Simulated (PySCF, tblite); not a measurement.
Problem. Write Cartesian coordinates for `C[C@@H](CCC)CN=C` as optimised with GFN2-xTB.

Solution. 
```
atom  x, y, z in Å
C1     3.2307    1.2038   -0.6689
N2     2.1209    1.1495   -0.0977
C3     1.7746    0.0222    0.7120
C4     0.4906   -0.6382    0.1809
C5     0.1989   -1.9049    0.9800
C6    -0.6639    0.3656    0.2368
C7    -1.9258   -0.1038   -0.4835
C8    -2.9728    1.0025   -0.5353
H9     4.0082    0.4328   -0.5895
H10    3.4567    2.0651   -1.2807
H11    2.5875   -0.7227    0.7610
H12    1.5817    0.3988    1.7218
H13    0.6651   -0.9124   -0.8662
H14    1.0523   -2.5795    0.9530
H15   -0.0114   -1.6590    2.0188
H16   -0.6581   -2.4296    0.5674
H17   -0.3185    1.2936   -0.2219
H18   -0.9020    0.5797    1.2814
H19   -1.6699   -0.4090   -1.5009
H20   -2.3486   -0.9704    0.0283
H21   -2.5854    1.8678   -1.0685
H22   -3.8715    0.6593   -1.0427
H23   -3.2442    1.3161    0.4705
```

Orientation and origin are arbitrary. Atoms count from 1 in this order. N2 (imine nitrogen) is bent (angle 120.5°). The 2 C–N bonds span 1.249 Å (C1=N2, drawn double) to 1.430 Å (N2–C3, drawn single), a spread of 0.181 Å. Of the pairs four or more bonds apart, N2···H17 is among the closest relative to their van der Waals radii: 2.45 Å, 89 % of the sum of Bondi's values.

Bonds between heavy atoms (Å): C1=N2 1.249, N2–C3 1.430, C3–C4 1.538, C4–C5 1.526, C4–C6 1.531, C6–C7 1.527, C7–C8 1.524.

Structure optimised with GFN2-xTB, isolated species.

Point group: C1 (no symmetry element, even within 0.4 Å). Its GFN2-xTB frequencies are all real (lowest 60 cm⁻¹). One conformer, not necessarily the lowest (C1–N2–C3–C4 -122°, N2–C3–C4–C5 175°, C3–C4–C6–C7 170°, C4–C6–C7–C8 -173°). 3 starts were optimised and ended at 0.00, 0.22 and 0.63 kcal/mol (GFN2-xTB); the lowest of these is shown.

All values are computed, not measured.
